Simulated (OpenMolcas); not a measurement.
An OpenMolcas run meant for Nb+ (ANO-RCC-VDZ, DKH2; inactive shells 1s 2s 2p 3s 3p 3d 4s 4p; intended active space 4 electrons in 5 orbitals (4d)). One step of its input:

```
&CASPT2
Multistate=5 1 2 3 4 5
Frozen=8 6
IPEA=0.25
Imaginary=1.5
MaxIter=60
WThr=0.0 0.3 0.05
PrWF=0.5
NoMix
```

The run finished. Its levels beside those of a sound run (SS-CASPT2, IPEA 0.25 Eh, imaginary shift 0.1 Eh (closed shells correlated: 4s 4p)), in cm-1 above each run's lowest level:

```tsv
Level	This run	Usual run
4d4 5D0	0.0	0.0
4d4 5D1	146	156
4d4 5D2	415	438
4d4 5D3	784	812
4d4 5D4	1232	1256
4d4 3P0	10745	8390
4d4 3P1	11569	9184
4d4 3P2	12851	10457
4d4 3F2	13287	12233
4d4 3F3	13365	12366
4d4 3F4	13596	12396
4d4 3H4	13059	13000
4d4 3H5	13468	13211
4d4 3H6	13818	13571
```

**Question.** Which setting is unsound, and how much does it matter here?

**Answer.** The level shift is far above the usual 0.1 to 0.3 hartree and damps the second-order energy. Against the sound run the excited levels shown move by 850 cm-1 on average and by 2400 cm-1 at most.

Term energies are means over components that CASPT2 splits; among the terms shown or strongly mixed into the levels shown the widest spread is 170 cm-1 (4d4 3F, the sound run). Some high roots are left out of the spin-orbit mixing, which shifts the levels that they would mix with. Configurations with an s electron lie low at this charge and mix in, so terms can be misplaced. Some terms miss by over 15 % even with CASPT2, which points to a basis or an active space too small for the shells correlated. Levels of configurations outside the active space are missing.
